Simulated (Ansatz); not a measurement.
# Nudged elastic band run: CH6B2OSn

input.yaml

```yaml
crystal:
  periodic: [false, false, false]
  atoms:
    - { symbol: B, position_ang: [-1.028959, -0.77302, 1.788815] }
    - { symbol: C, position_ang: [-0.191599, -1.428491, 0.72592] }
    - { symbol: O, position_ang: [-0.68873, -1.481929, -0.688501] }
    - { symbol: B, position_ang: [0.017415, -0.401147, -0.461157] }
    - { symbol: Sn, position_ang: [0.828487, 1.416145, -1.478487] }
    - { symbol: H, position_ang: [-2.080279, -0.247195, 1.506578] }
    - { symbol: H, position_ang: [-0.577582, -0.682527, 2.906859] }
    - { symbol: H, position_ang: [0.642845, -2.120031, 0.888731] }
    - { symbol: H, position_ang: [0.30604, 2.805623, -0.629007] }
    - { symbol: H, position_ang: [2.53803, 1.355168, -1.436645] }
    - { symbol: H, position_ang: [0.299931, 1.500303, -3.102505] }
basis:
  gaussian: { orbitals: def2-SVP }
hamiltonian:
  xc: pbe0
  dispersion: d4
neb:
  order_check: false
  images: 4
  f_tol: 0.05
  max_iterations: 60
  climbing: false
  final_atoms:
    - { symbol: B, position_ang: [-1.2432139, -0.80034519, 1.63086055] }
    - { symbol: C, position_ang: [-0.07094185, -1.36541814, 0.88003696] }
    - { symbol: O, position_ang: [-0.19378291, -1.65495396, -0.58528832] }
    - { symbol: B, position_ang: [0.20186711, -0.42364838, -0.36481809] }
    - { symbol: Sn, position_ang: [0.84924946, 1.41396875, -1.46254086] }
    - { symbol: H, position_ang: [-1.09452123, -0.49871286, 2.79243835] }
    - { symbol: H, position_ang: [-2.2761744, -0.5426663, 1.05687131] }
    - { symbol: H, position_ang: [0.82127877, -1.83068573, 1.31262851] }
    - { symbol: H, position_ang: [0.84194889, 2.75874136, -0.40747522] }
    - { symbol: H, position_ang: [2.43621466, 1.17741387, -2.05727499] }
    - { symbol: H, position_ang: [-0.20632559, 1.70920557, -2.77483719] }
  initial_path:
    images:
      - { positions_ang: [[-1.028959, -0.77302, 1.788815], [-0.191599, -1.428491, 0.72592], [-0.68873, -1.481929, -0.688501], [0.017415, -0.401147, -0.461157], [0.828487, 1.416145, -1.478487], [-2.080279, -0.247195, 1.506578], [-0.577582, -0.682527, 2.906859], [0.642845, -2.120031, 0.888731], [0.30604, 2.805623, -0.629007], [2.53803, 1.355168, -1.436645], [0.299931, 1.500303, -3.102505]] }
      - { positions_ang: [[-1.08084686, -0.73497346, 1.68647739], [-0.12188981, -1.39994788, 0.73949437], [-0.59453627, -1.63356348, -0.59601066], [0.22312305, -0.49561859, -0.50244702], [0.82290075, 1.39154933, -1.46193406], [-1.96494893, -0.04553773, 1.31734267], [-0.86383624, -0.73663406, 2.8300795], [0.67927711, -2.07523655, 1.04444295], [0.46047198, 2.7138306, -0.4193034], [2.48730497, 1.38253898, -1.70552384], [0.01857927, 1.57649183, -2.9120169]] }
      - { positions_ang: [[-1.13273471, -0.69692692, 1.58413978], [-0.05218062, -1.37140476, 0.75306874], [-0.50034255, -1.78519796, -0.50352033], [0.42883109, -0.59009018, -0.54373704], [0.8173145, 1.36695366, -1.44538112], [-1.84961887, 0.15611954, 1.12810733], [-1.15009049, -0.79074112, 2.7533], [0.71570922, -2.03044209, 1.2001549], [0.61490395, 2.62203821, -0.2095998], [2.43657993, 1.40990995, -1.97440269], [-0.26277247, 1.65268066, -2.7215288]] }
      - { positions_ang: [[-1.17558569, -0.70239195, 1.55254889], [-0.02804919, -1.35879018, 0.78389214], [-0.40135313, -1.81980295, -0.48287779], [0.46572152, -0.59459045, -0.52446925], [0.82146699, 1.36651841, -1.44219189], [-1.65246732, 0.10581597, 1.3852794], [-1.48980897, -0.76276898, 2.38330246], [0.75139597, -1.97257304, 1.2849344], [0.72208573, 2.61266188, -0.16529344], [2.41621687, 1.37435913, -2.09852869], [-0.36402378, 1.69446118, -2.65599524]] }
      - { positions_ang: [[-1.20939979, -0.75136857, 1.59170472], [-0.04949552, -1.36210416, 0.83196455], [-0.29756802, -1.73737846, -0.53408305], [0.33379431, -0.50911942, -0.44464367], [0.83535823, 1.39024358, -1.45236638], [-1.37349427, -0.19644845, 2.08885887], [-1.88299168, -0.65271764, 1.72008688], [0.78633737, -1.90162938, 1.29878145], [0.78201731, 2.68570162, -0.28638433], [2.42621576, 1.2758865, -2.07790184], [-0.28517469, 1.70183337, -2.71541621]] }
      - { positions_ang: [[-1.2432139, -0.80034519, 1.63086055], [-0.07094185, -1.36541814, 0.88003696], [-0.19378291, -1.65495396, -0.58528832], [0.20186711, -0.42364838, -0.36481809], [0.84924946, 1.41396875, -1.46254086], [-1.09452123, -0.49871286, 2.79243835], [-2.2761744, -0.5426663, 1.05687131], [0.82127877, -1.83068573, 1.31262851], [0.84194889, 2.75874136, -0.40747522], [2.43621466, 1.17741387, -2.05727499], [-0.20632559, 1.70920557, -2.77483719]] }
```

Run as:

```bash
$ ansatz run input.yaml --threads 2 --pin off --max-ram 3072MiB --backend cpu --events-out ev --progress --plain --runs-dir out
```

Output, in part (warnings, iteration lines, the closing report on the highest movable image, with atoms numbered from 0):

```
NEB end point (image 0): max|allowed force component| = 1.492e-2 eV/Å (the criterion of neb.relax_end_points is 1.000e-2)
NEB end point (image 5): max|allowed force component| = 1.167e-2 eV/Å (the criterion of neb.relax_end_points is 1.000e-2)
NEB iter   1: max|band force component| = 5.722e1 eV/Å  barrier→ = 17.1408 eV  barrier← = 17.1349 eV  Δτ_max = 0.1999 Å  (165 SCF iters)
NEB iter   2: max|band force component| = 8.312e0 eV/Å  barrier→ = 4.4740 eV  barrier← = 4.4682 eV  Δτ_max = 0.2000 Å  (127 SCF iters)
NEB iter   3: max|band force component| = 5.330e0 eV/Å  barrier→ = 2.6385 eV  barrier← = 2.6326 eV  Δτ_max = 0.1900 Å  (128 SCF iters)
NEB iter   4: max|band force component| = 3.112e0 eV/Å  barrier→ = 1.3381 eV  barrier← = 1.3323 eV  Δτ_max = 0.1982 Å  (123 SCF iters)
NEB iter   5: max|band force component| = 1.198e0 eV/Å  barrier→ = 0.9093 eV  barrier← = 0.9034 eV  Δτ_max = 0.1940 Å  (122 SCF iters)
NEB iter   6: max|band force component| = 1.835e0 eV/Å  barrier→ = 0.7381 eV  barrier← = 0.7323 eV  Δτ_max = 0.0999 Å  (120 SCF iters)
NEB iter   7: max|band force component| = 7.260e-1 eV/Å  barrier→ = 0.7175 eV  barrier← = 0.7116 eV  Δτ_max = 0.1107 Å  (125 SCF iters)
NEB iter   8: max|band force component| = 3.582e-1 eV/Å  barrier→ = 0.6730 eV  barrier← = 0.6672 eV  Δτ_max = 0.1992 Å  (123 SCF iters)
NEB iter   9: max|band force component| = 3.133e-1 eV/Å  barrier→ = 0.6392 eV  barrier← = 0.6334 eV  Δτ_max = 0.1996 Å  (117 SCF iters)
NEB iter  10: max|band force component| = 3.017e-1 eV/Å  barrier→ = 0.6246 eV  barrier← = 0.6188 eV  Δτ_max = 0.1953 Å  (123 SCF iters)
NEB iter  11: max|band force component| = 2.300e-1 eV/Å  barrier→ = 0.6243 eV  barrier← = 0.6185 eV  Δτ_max = 0.0528 Å  (123 SCF iters)
NEB iter  12: max|band force component| = 1.578e-1 eV/Å  barrier→ = 0.6163 eV  barrier← = 0.6105 eV  Δτ_max = 0.1963 Å  (119 SCF iters)
NEB iter  13: max|band force component| = 4.400e-1 eV/Å  barrier→ = 0.6204 eV  barrier← = 0.6146 eV  Δτ_max = 0.0989 Å  (120 SCF iters)
NEB iter  14: max|band force component| = 7.860e-1 eV/Å  barrier→ = 0.6169 eV  barrier← = 0.6111 eV  Δτ_max = 0.0505 Å  (125 SCF iters)
NEB iter  15: max|band force component| = 2.290e-1 eV/Å  barrier→ = 0.6141 eV  barrier← = 0.6083 eV  Δτ_max = 0.0386 Å  (126 SCF iters)
NEB iter  16: max|band force component| = 8.329e-2 eV/Å  barrier→ = 0.6121 eV  barrier← = 0.6063 eV  Δτ_max = 0.0510 Å  (125 SCF iters)
NEB iter  17: max|band force component| = 8.435e-2 eV/Å  barrier→ = 0.6085 eV  barrier← = 0.6027 eV  Δτ_max = 0.0255 Å  (124 SCF iters)
NEB iter  18: max|band force component| = 5.804e-2 eV/Å  barrier→ = 0.6060 eV  barrier← = 0.6002 eV  Δτ_max = 0.0255 Å  (119 SCF iters)
NEB iter  19: max|band force component| = 2.062e-2 eV/Å  barrier→ = 0.6035 eV  barrier← = 0.5977 eV  Δτ_max = 0.0000 Å  (223 SCF iters)
Total energy: -10355.02336706 eV, -380.5400898527 hartree
Atom 0 at    -1.252017    -0.906326     1.861812 Å, force    -0.005306    -0.009957    -0.022211 eV/Å
Atom 1 at    -0.016050    -1.071698     0.903027 Å, force    -0.004765     0.015115     0.000335 eV/Å
Atom 2 at    -0.452231    -1.425052    -0.504731 Å, force     0.010753    -0.014574     0.004216 eV/Å
Atom 3 at     0.194921    -0.266633    -0.374106 Å, force     0.011558    -0.005859     0.001109 eV/Å
Atom 4 at     0.911614     1.425577    -1.648184 Å, force    -0.004635     0.000155    -0.005018 eV/Å
Atom 5 at    -1.559986     0.167906     2.326472 Å, force     0.039987    -0.016843     0.068343 eV/Å
Atom 6 at    -1.923788    -1.875542     2.132489 Å, force    -0.044108     0.013862    -0.051861 eV/Å
Atom 7 at     0.790682    -1.736838     1.250173 Å, force     0.012672     0.026020     0.021004 eV/Å
Atom 8 at     1.002383     2.856988    -0.712314 Å, force    -0.009530     0.000347    -0.006418 eV/Å
Atom 9 at     2.486041     1.073482    -2.225428 Å, force    -0.004802    -0.008630    -0.001737 eV/Å
Atom 10 at    -0.115971     1.701036    -2.988608 Å, force    -0.001826     0.000365    -0.007762 eV/Å
Dipole moment:     0.149859     0.068072     0.169998 e Å
```

The run converged. No image climbed, so the highest image needn't sit at the top of the path.

Final band (atoms are numbered from 1 in the order of the input):

```
image  path coordinate (Å)  energy (kJ/mol)  dihedral H7–B1–C2–O3 (°)
    0                 0.00              0.0                      -176
    1                 1.18              2.0                       174
    2                 2.37             34.9                       123
    3                 3.55             58.2                        67
    4                 4.74             15.8                        17
    5                 5.92              0.6                        -2
```

Time of the run: 3.4 min on 2 threads of Intel(R) Xeon(R) Platinum 8488C (Sapphire Rapids), on a shared host, peak memory 0.3 GiB.
